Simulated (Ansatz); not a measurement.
A structure relaxed at r2SCAN-D4/def2-SVP in Ansatz, charge 0, singlet:

```xyz
10

C     0.1819   -0.5234   -0.4370
C     0.1834    0.8659   -1.0704
In   -0.3801   -0.6026    1.6715
H    -0.7805    0.8593    2.5258
H    -0.4262   -2.1197    2.5193
H    -0.5058   -1.2053   -0.9702
H     1.1767   -0.9997   -0.5148
H     0.4750    0.8338   -2.1357
H    -0.8100    1.3422   -1.0234
H     0.8857    1.5495   -0.5650
```

Q: Give its formula, name or SMILES and point group.

A: InH2Et (C₂H₇In). Point group Cs (tolerance 0.1 Å).

Q: Summarise the bond lengths by kind (pairs closer than 1.2 times the sum of covalent radii, bridged metal pairs left out).

A: 1 × C–C 1.53 Å; 1 × C–In 2.18 Å; 5 × C–H 1.10 to 1.11 Å; 2 × H–In 1.74 Å.

In the def2 sets In takes a core potential; there is no spin–orbit coupling. Another isomer (singlet) lies 0.35 eV lower at PBE0-D4/def2-TZVP; other spin states weren't run for this one.
